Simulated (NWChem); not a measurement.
System: C2HBrF2; SMILES F/C=C(\F)Br

Input file for NWChem:

```
start job
memory heap 200 mb stack 900 mb global 1100 mb
geometry units angstroms noautosym nocenter noautoz
  F     -0.446208     2.746505     0.000000
  C     -0.730222     1.453202     0.000000
  C      0.235408     0.533376     0.000000
  F      1.513962     0.845223     0.000000
  Br    -0.128301    -1.298306     0.000000
  H     -1.791415     1.201203     0.000000
end
basis spherical
  * library pcsseg-1
end
dft
  xc pbe0
  iterations 150
end
property
  shielding
end
task dft property
```

Parts of the log:

```
             Northwest Computational Chemistry Package (NWChem) 7.3.0
             --------------------------------------------------------

                             Geometry "geometry" -> ""
                             -------------------------

 Output coordinates in angstroms (scale by  1.889725989 to convert to a.u.)

  No.       Tag          Charge          X              Y              Z
 ---- ---------------- ---------- -------------- -------------- --------------
    1 F                    9.0000    -0.44620800     2.74650500     0.00000000
    2 C                    6.0000    -0.73022200     1.45320200     0.00000000
    3 C                    6.0000     0.23540800     0.53337600     0.00000000
    4 F                    9.0000     1.51396200     0.84522300     0.00000000
    5 Br                  35.0000    -0.12830100    -1.29830600     0.00000000
    6 H                    1.0000    -1.79141500     1.20120300     0.00000000

 Effective nuclear repulsion energy (a.u.)     314.0071818038

                              NWChem Property Module
                              ----------------------

  itol2e modified to match energy
  convergence criterion.

                                 NWChem DFT Module
                                 -----------------

 Summary of "ao basis" -> "ao basis" (spherical)
 ------------------------------------------------------------------------------
       Tag                 Description            Shells   Functions and Types
 ---------------- ------------------------------  ------  ---------------------
 F                          pcsseg-1                 7       17   3s3p1d
 C                          pcsseg-1                 7       17   3s3p1d
 Br                         pcsseg-1                15       41   5s7p3d
 H                          pcsseg-1                 3        5   2s1p

  itol2e modified to match energy
  convergence criterion.

[...]

          -----------------------------------------
          Chemical Shielding Tensors (GIAO, in ppm)
          -----------------------------------------

                                NWChem CPHF Module
                                ------------------

  scftype          =     RHF
  nclosed          =       33
  nopen            =        0
  variables        =     2673
  # of vectors     =        3
  tolerance        = 0.10D-03
  level shift      = 0.00D+00
  max iterations   =       50
  max subspace     =       30

 SCF residual:    1.9594043348893020E-005

Iterative solution of linear equations
  No. of variables     2673
  No. of equations        3
  Maximum subspace       30
        Iterations       50
       Convergence  1.0D-04

   iter   nsub   residual    time
   ----  ------  --------  ---------
     1      3    4.08D-01      67.5
     2      6    4.02D-02      75.3
     3      9    2.35D-03      82.9
     4     12    1.64D-04      90.4
     5     15    6.67D-06      97.8

      Atom:    1  F
        Diamagnetic
    462.3655      4.5450      0.0000
      4.5450    492.6545      0.0000
      0.0000      0.0000    462.5541

        Paramagnetic
   -213.7122    -20.9191      0.0000
    -20.9191   -211.2285      0.0000
      0.0000      0.0000    -34.3520

        Total Shielding Tensor
    248.6532    -16.3740      0.0000
    -16.3740    281.4260      0.0000
      0.0000      0.0000    428.2021

           isotropic =     319.4271
          anisotropy =     163.1624

          Principal Components and Axis System
                 1           2           3
              428.2021    288.2048    241.8745

      1         0.0000     -0.3825      0.9240
      2         0.0000      0.9240      0.3825
      3         1.0000     -0.0000     -0.0000

      Atom:    2  C
        Diamagnetic
    253.8381     -3.9422     -0.0000
     -3.9422    267.5817     -0.0000
     -0.0000     -0.0000    229.3713

        Paramagnetic
   -261.4493    -44.5240     -0.0000
    -44.5240   -215.1942      0.0000
     -0.0000      0.0000   -145.5981

        Total Shielding Tensor
     -7.6112    -48.4662     -0.0000
    -48.4662     52.3874      0.0000
     -0.0000      0.0000     83.7732

           isotropic =      42.8498
          anisotropy =      61.3851

          Principal Components and Axis System
                 1           2           3
               83.7732     79.3875    -34.6113

      1        -0.0000     -0.4867      0.8736
      2         0.0000      0.8736      0.4867
      3         1.0000     -0.0000      0.0000

      Atom:    3  C
        Diamagnetic
    253.7023      1.3924     -0.0000
      1.3924    267.8735     -0.0000
     -0.0000     -0.0000    224.0056

        Paramagnetic
   -203.8799    -49.4474     -0.0000
    -49.4474   -278.1469      0.0000
     -0.0000      0.0000   -169.3733

        Total Shielding Tensor
     49.8224    -48.0550     -0.0000
    -48.0550    -10.2734      0.0000
     -0.0000      0.0000     54.6323

           isotropic =      31.3938
          anisotropy =      67.5849

          Principal Components and Axis System
                 1           2           3
               76.4504     54.6323    -36.9014

      1         0.8747      0.0000      0.4847
      2        -0.4847     -0.0000      0.8747
      3        -0.0000      1.0000      0.0000

      Atom:    4  F
        Diamagnetic
    491.2192      8.5498      0.0000
      8.5498    467.5574      0.0000
      0.0000      0.0000    463.9186

[...]
```

Level: PBE0/pcSseg-1, GIAO. Coordinates come from a PBE0/def2-SVP optimisation. The printed shielding anisotropy is the first printed principal value minus the mean of the other two.
